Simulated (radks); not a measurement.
All-electron atom: Ru14+ in [Ar] 3d10 4s2. All-electron calculation, scalar-relativistic Kohn-Sham, r2SCAN, spin-polarised, spherical densities, finite nucleus; meta-GGA in the generalised Kohn-Sham scheme; Fermi nuclear charge, rms radius 4.4809 fm. Program: a radial shooting solver on a logarithmic mesh with Libxc functionals.

Unscreened Slater integrals over Kohn-Sham orbitals (hartree). They are taken over the spin-up orbitals.

integral,value
"F0(4s,4s)",1.0018
"F0(4s,3d)",1.2602
"G2(4s,3d)",0.11608
"F0(4s,3p)",1.2497
"G1(4s,3p)",0.11490
"F0(4s,3s)",1.2489
"G0(4s,3s)",0.086172
"F0(3d,3d)",2.4149
"F2(3d,3d)",1.2020
"F4(3d,3d)",0.76652
"F0(3d,3p)",2.3180
"F2(3d,3p)",1.1239
"G1(3d,3p)",1.2990
"G3(3d,3p)",0.83206
"F0(3d,3s)",2.3129
"G2(3d,3s)",0.98899
"F0(3p,3p)",2.2625
"F2(3p,3p)",1.1416
"F0(3p,3s)",2.2569
"G1(3p,3s)",1.4876
"F0(3s,3s)",2.2549
